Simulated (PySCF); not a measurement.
SMILES Oc1cccc(S)c1 at its GFN2-xTB optimised geometry (Å):

```
14

O     -1.8497    -1.8694    -0.0008
C     -1.1334    -0.7166     0.0000
C     -1.8259     0.4920     0.0005
C     -1.1242     1.6810     0.0010
C      0.2600     1.6921     0.0007
C      0.9460     0.4867     0.0000
S      2.7137     0.4219    -0.0005
C      0.2543    -0.7166     0.0000
H     -1.2543    -2.6284     0.0036
H     -2.9033     0.4734     0.0003
H     -1.6607     2.6176     0.0016
H      0.7980     2.6284     0.0010
H      2.9033     1.7396    -0.0103
H      0.8030    -1.6487    -0.0002
```

Method: PySCF with PBE/def2-TZVP. Cells within 0.4 Å of a nucleus heavier than hydrogen are left out (blank, or x).

Map of the Laplacian of the electron density (e/bohr⁵), clipped to [-1.50, 1.50] on the plane z = 0.0 Å:

```
|555555555555555555555555555|
|555555555555555555555555555|
|555555555555555555555555555|
|555555555555555555555555555|
|555555555555555555555555555|
|555555555555555555555555555|
|555555554055554055555555555|
|555555554135552155555555555|
|5555555553x43xx455554355555|
|5555555555xx2xx455552255555|
|555555555235552255553355555|
|55555543xx55554xx449x955555|
|55555101xx55555xx339xx45555|
|555555554145553145589945555|
|5555555551x447x355554455555|
|5555555568xx1xx455555555555|
|555555566355542355555555555|
|55555556x065554055555555555|
|55555562xx75555455555555555|
|555555563145555555555555555|
|555555556405555555555555555|
|555555555555555555555555555|
|555555555555555555555555555|
|555555555555555555555555555|
|555555555555555555555555555|
|555555555555555555555555555|
|555555555555555555555555555|
```
Scale: ten equal steps from -1.50 (start of '0') to 1.50 (end of '9'), in the order '0123456789'; x runs from -5.00 to 5.00, y from -5.00 (bottom) to 5.00 (top).
